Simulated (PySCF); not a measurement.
# How methods differ on the excitation energy of Ag(2+)

Ag(2+) [Kr] 4d9 (2D) → Ag(2+) [Kr] 4d8 5p1 (high-spin determinant), as a difference of total energies. Computed with PySCF 2.14 in aug-cc-pVDZ-PP with ECP28MDF (5s5p4d2f, 54 functions), with scalar relativity through the core potential. Correlated levels: valence: 4s2 4p6 frozen. The calculations carry no spin-orbit coupling.

```
           method  excitation energy (eV)
              UHF                  13.874
              LDA                  14.560
              PBE                  14.323
             PBE0                  14.461
           r2SCAN                  14.171
           B2PLYP                  14.550
          r2SCANh                  14.234
            TPSSh                  14.242
SCS-MP2 (valence)                  14.923
```

Q: Estimate what MP2 (valence) gives.

A: 14.873 eV, closest to SCS-MP2 (valence) among the rows shown.

Q: Estimate what M06-L gives.

A: 14.885 eV, closest to SCS-MP2 (valence) among the rows shown.

The determinant of the upper state mixes LS terms, which raises its energy above the lowest term, most at the Hartree-Fock and MP2 levels.
